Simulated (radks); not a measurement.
The caesium ion Cs3+ is in [Kr] 4d10 5s2 5p(1/2: 2, 3/2: 2). Method: Dirac Kohn-Sham, PBE, spin-unpolarised, spherical densities, finite nucleus; Fermi nuclear charge, rms radius of each element as measured or else 0.836 A^(1/3) + 0.57 fm; computed with a radial shooting solver on a logarithmic mesh with Libxc functionals. Sub-shells are occupied by j as written (lower j first in brackets). One electron is removed from 5s1/2, 4d5/2, 5p1/2, 5p3/2 in turn, with full relaxation. Which removal costs least, and what does each cost?

Answer. 5p3/2 44.381 eV; 5p1/2 46.543 eV; 5s1/2 60.137 eV; 4d5/2 113.18 eV. The 5p3/2 electron leaves first.
